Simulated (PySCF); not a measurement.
# One molecule, several mistakes: CClH4Si anion

These are calculations, not measurements. The program is PySCF 2.14.0, an open-source quantum chemistry code, run on an isolated molecule that a program drew, which may never have been made. The molecule is CClH4Si anion (charge -1, singlet), drawn as the SMILES string `C[SiH-]Cl`.

Each row is a Hartree-Fock (HF) and frozen-core CCSD(T) single point in the aug-cc-pV(D+d)Z basis, meant for a local HF minimum. Run 1 is clean. Each other run has one planted mistake out of seven kinds, and not every kind appears here: one electron removed, one electron added, multiplicity raised by two, geometry at a saddle point, minimal basis STO-3G, one bond length entered in bohr, all coordinates scaled. The reference is restricted for singlets and unrestricted otherwise, and also for a bond in bohr. Adding or removing an electron swaps singlet and doublet. Electrons count all cores. HOMO and LUMO are orbital energies over both spins, the gradient is its largest component, and the lowest frequency (negative if imaginary) is given only where the gradient is small. Bond lengths are over the 6 bonds as drawn. T1 is the CCSD diagnostic: over 0.02 (restricted) or 0.045 (unrestricted) a single reference is doubtful.

Geometry of the clean run:
```xyz
7
CClH4Si anion, angstrom
C    -0.2287   -0.3969    1.8739
Si   -0.2925    1.3953    1.1143
Cl   -0.0559    2.5454    3.1036
H     0.5928   -0.5477    2.5805
H    -1.1668   -0.6406    2.3826
H    -0.1085   -1.1152    1.0506
H     1.1916    1.4872    0.7477
```

| run | electrons | basis functions | <S^2> | HOMO (eV) | LUMO (eV) | gradient (hartree/bohr) | lowest frequency (cm^-1) | mean bond (Å) | longest bond (Å) | T1 | HF (hartree) | CCSD(T) (hartree) | mistake |
|---|---|---|---|---|---|---|---|---|---|---|---|---|---|
| 1 | 42 | 123 | 0.000 | -2.56 | 3.87 | 1.2e-05 | 182 | 1.5128 | 2.310 | 0.0117 | -788.68872 | -789.17176 | no fault |
| 2 | 41 | 123 | 0.756 | -10.64 | -0.49 | 6.8e-02 | - | 1.5128 | 2.310 | 0.0153 | -788.63734 | -789.08824 | one electron removed |
| 3 | 42 | 123 | 2.005 | 0.57 | 3.21 | 5.1e-02 | - | 1.5128 | 2.310 | 0.0607 | -788.61224 | -789.07437 | multiplicity raised by two |
| 4 | 42 | 27 | 0.000 | 1.13 | 16.22 | 2.5e-02 | - | 1.5128 | 2.310 | 0.0059 | -779.83690 | -779.95367 | ? |

**Which mistake was planted in run 4, and what did it cost?**

It has 27 basis functions where the clean run has 123, with the same electrons and geometry. So the mistake is: minimal basis STO-3G. Subtracting run 1 and multiplying by 627.51 kcal/mol a hartree, the energy moved by 5554.6 kcal/mol in HF and 5784.4 kcal/mol in CCSD(T).

Cautions from the logs. Run 3: T1 is over the limit, so its CCSD(T) energy is less reliable and the HOMO is above zero, so the electron isn't bound and the energy depends on the basis; run 4: the HOMO is above zero, so the electron isn't bound and the energy depends on the basis.
